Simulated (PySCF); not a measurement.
# C⁺: excitation energy

C⁺ [He] 2s2 2p1 (2P) → C⁺ [He] 2s2 3d1 (2D), as a difference of total energies. Calculation: PySCF 2.14, in dyall-av2z (11s7p2d, 42 functions); the non-relativistic Hamiltonian (point nucleus). Correlated levels: valence: 1s2 frozen; virtual orbitals above 40 to 60 times the deepest correlated orbital energy dropped. The calculations carry no spin-orbit coupling.

| method | excitation energy (cm⁻¹) | error (cm⁻¹) |
| --- | --- | --- |
| UHF | 159510 | +14003 |
| MP2 (valence) | 157910 | +12401 |
| SCS-MP2 (valence) | 157360 | +11852 |
| CCSD (valence) | 159430 | +13918 |
| CCSD(T) (valence) | 159440 | +13931 |
| CCSDT (valence) | 159420 | +13911 |

Reference: 145510 cm⁻¹ (measured; NIST levels, between the centres of gravity of the two terms).

Errors of the correlated levels include the incompleteness of this basis and the frozen core.

The promoted electron is Rydberg-like, and one or two diffuse shells describe it only roughly, which tends to raise the upper state.

The coupled-cluster amplitudes are large for the upper state (T1 above 0.03 or a double amplitude above 0.15), so a single reference is strained.
